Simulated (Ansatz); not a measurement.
MF3 with several metals: PBE-D4/def2-TZVPD single points in Ansatz on relaxed structures, gas phase. Core potentials for La, no spin–orbit coupling. HOMO and LUMO are taken over both spins. Binding counts from free atoms in the multiplicity of their measured ground term, without zero-point energy. Singlets are spin-restricted. The spins of the ions were chosen, not always searched. A dash marks a value that wasn't run or was left out as unsound. The structures are stationary points that may keep the symmetry of their start. Remarks come from the PBE and PBE0 runs and from stability tests at other levels; not every state was tested. A HOMO above zero means that the electron is unbound at that level and held by the basis, or that self-interaction error raises the level; the energy of removing that electron tells which.

```json
{"species": "LaF3", "atoms": "4", "state": "singlet", "geometry": "PBE0-D4/def2-TZVP", "HOMO (eV)": "-8.11", "LUMO (eV)": "-2.79", "gap (eV)": "5.31", "vertical EA (eV)": "0.86", "binding per atom (eV)": "–", "point group (within 0.1 Å)": "C3v", "remarks": "HOMO above zero (-1 doublet)"}
{"species": "MnF3", "atoms": "4", "state": "quintet; reduced ion sextet", "geometry": "r2SCAN-D4/def2-TZVP", "HOMO (eV)": "-7.08", "LUMO (eV)": "-5.75", "gap (eV)": "1.32", "vertical EA (eV)": "1.84", "binding per atom (eV)": "3.77", "point group (within 0.1 Å)": "C2v", "remarks": "HOMO above zero (-1 sextet)"}
{"species": "CoF3", "atoms": "4", "state": "quintet; reduced ion quartet", "geometry": "PBE0-D4/def2-TZVP", "HOMO (eV)": "-8.16", "LUMO (eV)": "-6.94", "gap (eV)": "1.22", "vertical EA (eV)": "2.81", "binding per atom (eV)": "3.48", "point group (within 0.1 Å)": "D3h", "remarks": "HOMO above zero (-1 quartet)"}
{"species": "VF3", "atoms": "4", "state": "triplet; reduced ion quartet", "geometry": "r2SCAN-D4/def2-TZVP", "HOMO (eV)": "-5.49", "LUMO (eV)": "-5.00", "gap (eV)": "0.49", "vertical EA (eV)": "1.09", "binding per atom (eV)": "–", "point group (within 0.1 Å)": "C2v", "remarks": "HOMO above zero (-1 quartet)"}
{"species": "TiF3", "atoms": "4", "state": "doublet; reduced ion singlet", "geometry": "PBE-D4/def2-TZVP", "HOMO (eV)": "-5.36", "LUMO (eV)": "-4.03", "gap (eV)": "1.32", "vertical EA (eV)": "–", "binding per atom (eV)": "–", "point group (within 0.1 Å)": "D3h", "remarks": "HOMO above zero (-1 singlet), restricted singlet, untested (-1 singlet)"}
```

Task: Estimate the rows for CrF3 (quartet; reduced ion quintet, r2SCAN-D4/def2-TZVP geometry); FeF3 (sextet; reduced ion quintet, PBE0-D4/def2-TZVP geometry).

Result: 
```csv
species,atoms,state,geometry,HOMO (eV),LUMO (eV),gap (eV),vertical EA (eV),binding per atom (eV),point group (within 0.1 Å),remarks
CrF3,4,quartet; reduced ion quintet,r2SCAN-D4/def2-TZVP,-6.48,-4.88,1.60,0.80,3.92,D3h,HOMO above zero (-1 quintet)
FeF3,4,sextet; reduced ion quintet,PBE0-D4/def2-TZVP,-7.75,-6.75,1.00,2.82,3.74,D3h,HOMO above zero (-1 quintet)
```

The gap (eV) runs from 0.49 (VF3) to 5.31 (LaF3). The vertical EA (eV) runs from 0.80 (CrF3) to 2.82 (FeF3).
